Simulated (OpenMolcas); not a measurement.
## What dynamic correlation does to the levels of Se III

```yaml
Program: OpenMolcas
Basis: ANO-R2 [6s6p4d3f1g]
Scalar_Hamiltonian: X2C, finite nucleus
Active_space: 4 electrons in 8 orbitals (4s 4p 5s 5p)
State_averaging: 2S+1 = 3 even, 3 roots; 2S+1 = 1 even, 11 roots; 2S+1 = 5 odd, 1 root; 2S+1 = 3 odd, 9 roots; 2S+1 = 1 odd, 8 roots
Spin-orbit_coupling: RASSI with atomic mean-field integrals over the reference wave functions, term energies averaged over their components
```

Methods on the same reference wave functions:
A. CASSCF
B. SS-CASPT2, IPEA 0.25 Eh, imaginary shift 0.1 Eh (closed shells correlated: 3d)
C. MS-CASPT2, IPEA 0.25 Eh, imaginary shift 0.1 Eh (closed shells correlated: 3d)

Energies in eV above 4s² 4p² ³P₀, the measured ground level; measured values from Moore, Atomic Energy Levels, vol. II, NSRDS-NBS 35 (1971 reprint of NBS Circular 467, 1952).

```json
{"Level": "4s² 4p² ³P₀", "A": "0.0000", "B": "0.0000", "C": "0.0000", "Measured": "0.0000"}
{"Level": "4s² 4p² ³P₁", "A": "0.1866", "B": "0.1837", "C": "0.1837", "Measured": "0.2159"}
{"Level": "4s² 4p² ³P₂", "A": "0.4369", "B": "0.428", "C": "0.427", "Measured": "0.4881"}
{"Level": "4s² 4p² ¹D₂", "A": "1.8945", "B": "1.621", "C": "1.616", "Measured": "1.6158"}
{"Level": "4s² 4p² ¹S₀", "A": "3.3117", "B": "3.520", "C": "3.520", "Measured": ""}
{"Level": "4s 4p³ ⁵S°₂", "A": "7.0571", "B": "8.171", "C": "8.171", "Measured": ""}
{"Level": "4s 4p³ ³D°₁", "A": "12.2438", "B": "11.170", "C": "11.170", "Measured": ""}
{"Level": "4s 4p³ ³D°₂", "A": "12.2519", "B": "11.183", "C": "11.183", "Measured": "11.4962"}
{"Level": "4s 4p³ ³D°₃", "A": "12.3143", "B": "11.236", "C": "11.236", "Measured": ""}
{"Level": "4s 4p³ ³P°₀", "A": "13.7715", "B": "13.235", "C": "13.235", "Measured": "13.2021"}
{"Level": "4s 4p³ ³P°₁", "A": "13.7999", "B": "13.256", "C": "13.256", "Measured": ""}
{"Level": "4s 4p³ ³P°₂", "A": "13.8468", "B": "13.296", "C": "13.296", "Measured": ""}
```

Deviations, from unrounded energies. A percentage is the sum of absolute deviations over the sum of measured energies, with the sign that they share, or ± where signs differ.

```
                        Against measurement  Levels      A      B      C
             mean absolute deviation (cm-1)       5   2700    720    710
      fine structure of the ground term (%)       2  -11.4  -13.1  -13.2
other terms of the ground configuration (%)       1  +17.3   +0.3   +0.0
                   other configurations (%)       2   +5.4   ±1.4   ±1.4
```

B, C lie about equally close to measurement and A furthest from it. The largest miss of C in the table is 4s 4p³ ³D°₂, by -2500 cm-1. The ranking rests on the paired levels alone, and a cruder setting can come out closer through cancelling errors.

Between B and C the level of the table that moves most is 4s² 4p² ¹D₂, by 40 cm-1 (lowest in C, highest in B). Moves below CASPT2's spread within the term are not significant.

The two smallest mean deviations differ by little beside CASPT2's spread within terms, so their order carries little weight.

From A to B the spin-free energies of the other terms of 4s² 4p² shown, above ³P, scale by factors of 0.82 to 1.07.

The lowest spin-free term lies below A's lowest term by 0.513 hartree in B, 0.513 hartree in C.

CASPT2 does not keep the components of a term degenerate, so their means are used; among the terms shown or strongly mixed into the levels shown the widest spread is 170 cm-1 (4s 4p³ ³D°, C). Over all roots computed the reference weight is 0.83 to 0.96 in B, 0.83 to 0.96 in C; the roots of lowest weight are the least certain, and an intruder state may touch them. Active for correlation alone: 5p 5s; no level in the range computed is led by a configuration that fills them, so any true level of that kind is missing. Terms of s pⁿ other than that of highest spin mix with s² pⁿ⁻² d, which this space lacks; all of them can be thousands of cm-1 off, and some have no real level of that name. Measured partners are found by configuration, term and J. A level has none where our copy of the source lacks it or the pairing is in doubt (some pairs that miss far off the trend of their configuration count as doubtful), and it then counts in no deviation. Only configurations of the active space appear. Levels that lie high or do not pair safely by name in every column are left out.

° marks odd parity.
